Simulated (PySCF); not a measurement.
SMILES CC(CCO)C (C5H12O) (GFN2-xTB optimised geometry):

```
18

C      1.860    -0.423     0.000
C      0.332    -0.423     0.000
C     -0.186    -1.211     1.201
C     -0.181     1.023     0.000
C     -1.688     1.168    -0.226
O     -2.100     0.790    -1.519
H      2.237     0.072     0.892
H      2.242    -1.441    -0.014
H      2.246     0.100    -0.872
H     -0.004    -0.922    -0.918
H      0.222    -2.220     1.193
H     -1.271    -1.288     1.192
H      0.116    -0.727     2.128
H      0.069     1.491     0.955
H      0.329     1.578    -0.791
H     -1.969     2.220    -0.134
H     -2.246     0.600     0.532
H     -1.846    -0.128    -1.665
```

Method: PBE0/def2-SVP (PySCF 2.14.0).

What are the frontier orbital energies and the dipole moment?

HOMO-2 -9.29 eV, HOMO-1 -8.71 eV, HOMO -7.48 eV, LUMO 1.45 eV, LUMO+1 2.14 eV; dipole moment 1.70 D.

On the same geometry PBE/def2-SVP in PySCF gives HOMO-2 -7.84 eV, HOMO-1 -7.17 eV, HOMO -5.73 eV, LUMO 0.53 eV, LUMO+1 1.25 eV; dipole moment 1.57 D.

Meta-Löwdin charges at PBE0/def2-SVP: C1 -0.30, C2 -0.04, C3 -0.30, C4 -0.19, C5 0.03, O6 -0.51, H7 0.09, H8 0.10, H9 0.10, H10 0.07, H11 0.10, H12 0.09, H13 0.10, H14 0.09, H15 0.09, H16 0.10, H17 0.07, H18 0.31.
